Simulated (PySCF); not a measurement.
All values below come from PBE-D3(BJ)/def2-TZVP // PBE0-D4/def2-TZVP run with PySCF 2.14.0. Isolated molecules, 0 K electronic values unless said otherwise. One relaxed conformer stands for a flexible species; it need not be the lowest. Delta-SCF ions had no search for a lower state. Excitations are Tamm–Dancoff values on a coarser integration grid. The basis has no diffuse functions, so Rydberg states are missing or too high.

Reference species (SMILES): `O=[S@@](C)[SiH2]O` (O–S–Si–O torsion -17°, S–Si–O–H torsion 14°) (neutral, multiplicity 1).

```json
{
  "S1 oscillator strength": "0.007",
  "S1 excitation (TDA)": "4.34 eV",
  "vertical ionisation energy (Delta-SCF)": "8.93 eV",
  "LUMO": "-1.53 eV"
}
```

After one change: the S1 oscillator strength hardly moves; the S1 excitation (TDA) rises by 1.87 eV; the vertical ionisation energy (Delta-SCF) increases by 1.20 eV; the LUMO goes up by 0.75 eV.

Problem. Name the change that produced these shifts. The new species is one of these.
(A) `O[SiH3]`
(B) `O[SiH2]CF` (H–O–Si–C torsion 60°, O–Si–C–F torsion -60°)
(C) `B[SiH2]O`
(D) `O[SiH2]C=S` (H–O–Si–C torsion 0°, O–Si–C–S torsion 0°)

Solution. B, `O[SiH2]CF` (H–O–Si–C torsion 60°, O–Si–C–F torsion -60°)
